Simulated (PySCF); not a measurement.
C4H14N2SSi2.
Atom-mapped SMILES: `[CH3:1][N:2]1[CH2:3][CH2:4][Si@@:5]1([NH2:6])[CH2:7][S:8][SiH3:9]`

Geometry (GFN2-xTB, Å), atoms numbered from 1 in this order:
```xyz
23
C4H14N2SSi2 angstrom
C     -1.1376   -1.7123    0.9751
N     -1.1571   -0.3662    0.4845
C     -2.3886    0.4026    0.4823
C     -1.8439    1.6614   -0.1922
Si    -0.1906    0.7322   -0.4230
N      0.2886    0.2644   -2.0058
C      1.3716    1.3890    0.4441
S      2.9303    0.8317   -0.3282
Si     2.9834   -1.2246    0.2324
H     -1.8089   -2.3567    0.3933
H     -0.1271   -2.1088    0.9055
H     -1.4588   -1.7430    2.0225
H     -2.7661    0.5658    1.4969
H     -3.1727   -0.0928   -0.1023
H     -1.8489    2.5266    0.4611
H     -2.3712    1.9194   -1.1034
H     -0.3719    0.1073   -2.7480
H      1.1932    0.5338   -2.3564
H      1.4187    2.4734    0.3871
H      1.4107    1.1080    1.4934
H      4.3325   -1.6249   -0.1302
H      1.9611   -1.9583   -0.5036
H      2.7485   -1.3008    1.6710
```

NICS = −σ at a ghost point: NICS(0) at the centroid of the ring atoms, NICS(1) 1 Å to either side along the normal of their mean plane, zz for the tensor component along that normal. Level: GIAO PBE0/pcSseg-1 (PySCF, non-relativistic, gas phase) on the GFN2-xTB geometry, one conformer.

Ring bond lengths (Å), with Mayer bond orders in brackets: N2–C3 1.452 (0.96), C3–C4 1.528 (1.01), C4–Si5 1.911 (0.86), Si5–N2 1.722 (0.99).

Question: Give the NICS values of each ring in ppm.

Answer: 
```tsv
ring	type	NICS(0)	NICS(1), two faces	NICS(1)zz, two faces	rms pucker (Å)	centre to ring atoms, mean (Å)
N2–C3–C4–Si5	4-membered ring with N and Si; formal bonds all single	-7.2	-1.9 / -2.7	0.3 / 0.1	0.03	1.16
```

Question: What can be read from them?

Answer: 
- N2–C3–C4–Si5: mean NICS(1)zz 0.2 ppm, near zero. C3, C4, Si5 have four or more neighbours, so the value isn't read as a sign of a π ring current.

Question: Give the inner angles of the rings and the Hirshfeld charges of the ring atoms.

Answer: 
- N2–C3–C4–Si5: N2 97.9° (-0.182 e), C3 97.7° (-0.032 e), C4 87.8° (-0.179 e), Si5 76.2° (+0.429 e); sum 359.6° against 360° for a flat convex ring.

Question: How shielded are the nuclei of the rings and their hydrogens (means over atoms taken as equivalent)?

Answer: 
```tsv
atoms	environment	σ isotropic (ppm)	principal values of the symmetric part, first atom (ppm)
N2	silicon-bound nitrogen	202.8	150.7, 202.2, 255.3
C3	sp3 carbon bound to nitrogen	138.2	119.7, 127.4, 167.5
C4	sp3 carbon bound to silicon	169.5	144.7, 175.5, 188.3
Si5	four-coordinate silicon	365.5	343.2, 369.3, 383.9
H13	methylene hydrogen	28.66	25.2, 25.9, 34.9
H14	methylene hydrogen	28.72	25.1, 25.9, 35.1
H15	methylene hydrogen	30.31	27.1, 27.6, 36.2
H16	methylene hydrogen	30.47	27.1, 27.5, 36.8
```
